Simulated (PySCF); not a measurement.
Potential energy of TeC along the bond

Set-up: PySCF, scalar-relativistic core potentials, basis sets Te cc-pVTZ-PP with ECP28, C cc-pVTZ. Energies in eV from Te + C in their ground configurations at the same level. All curves are PBE0. state 1: ¹Σ⁺ (singlet), closed shell; state 2: triplet, unpaired electrons π ↑↑, a mixture of terms (⟨Lz²⟩ = 2.0), a second solution, started from another occupation; state 3: ⁵Π (quintet), unpaired electrons σ ↑, π ↑↑↑, a second solution, started from another occupation.

```tsv
R (Å)	state 1	state 2	state 3
1.628	-2.960	0.938	2.391
1.704	-3.913	-0.435	0.997
1.779	-4.436	-1.362	0.051
1.836	-4.620	-1.837	-0.437
1.893	-4.668	-2.167	-0.780
1.950	-4.611	-2.382	-1.010
2.026	-4.413	-2.531	-1.183
2.120	-4.031	-2.556	-1.249
2.234	-3.458	-2.430	-1.191
2.385	-2.606	-2.108	-1.001
```

Q: Put a parabola through the three lowest points of the state 1 curve and estimate Re, k and ωe (reduced mass 10.99 u; 1 eV/Å² = 0.16022 mdyn/Å; ωe = 1302.8·√(k/μ) cm⁻¹).

A: Through R = 1.836, 1.893, 1.95 Å the second-order coefficient is 16.2 eV/Å², so Re ≈ 1.891 Å, k ≈ 5.18 mdyn/Å and ωe ≈ 894 cm⁻¹. A polynomial fit of higher order to the unrounded PBE0 energies gives Re = 1.888 Å, k = 5.31 mdyn/Å, ωe = 906 cm⁻¹; anharmonicity and rounding make the difference.

The higher-order fit for each curve: state 1: Re = 1.888 Å, ωe = 906 cm⁻¹, De = 4.67 eV; state 2: Re = 2.088 Å, ωe = 619 cm⁻¹, minimum 2.56 eV below the ground-state fragments; state 3: Re = 2.123 Å, ωe = 536 cm⁻¹, minimum 1.25 eV below the ground-state fragments.

These are scalar-relativistic numbers at best; spin–orbit coupling would shift them, the dissociation energy most.
